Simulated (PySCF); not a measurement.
Vanadium: a sound run and one with changed settings

Sound run: V⁺ [Ar] 3d4, V²⁺ [Ar] 3d3. Calculation: PySCF 2.14, in def2-SVP; no relativity, point nucleus. In the sound run the correlated levels freeze [Ar]. The sound run starts from symmetry-adapted Hartree-Fock orbitals and uses a fine grid where one is needed.

Changed run: scalar relativity by spin-free X2C-1e. This setting is unsound on purpose.

| species | method | sound run (hartree) | changed run (hartree) | converged |
| --- | --- | --- | --- | --- |
| V⁺ | UHF | -942.53004 | -946.96351 | yes |
| V⁺ | M06-2X | -943.48839 | -947.91958 | no |
| V⁺ | PBE0 | -943.32617 | -947.75919 | yes |
| V⁺ | MP2 | -942.56063 | -946.99416 | yes |
| V²⁺ | UHF | -942.04960 | -946.48463 | yes |
| V²⁺ | M06-2X | -942.95226 | -947.38682 | yes |
| V²⁺ | PBE0 | -942.78251 | -947.21714 | yes |
| V²⁺ | MP2 | -942.05964 | -946.49468 | yes |

Ionisation energy of V⁺:

```json
{"method": "UHF", "sound run (eV)": "13.074", "changed run (eV)": "13.031"}
{"method": "PBE0", "sound run (eV)": "14.794", "changed run (eV)": "14.750"}
{"method": "MP2", "sound run (eV)": "13.633", "changed run (eV)": "13.592"}
{"method": "SCS-MP2", "sound run (eV)": "13.260", "changed run (eV)": "13.218"}
```

Most of the change in total energy is the relativistic energy itself. On top of that the contraction fixes the core shape for the Hamiltonian it was made with, so the changed run is not a good calculation with the other Hamiltonian either.

For comparison, NIST gives 14.634 ± 0.007 eV between the lowest levels.
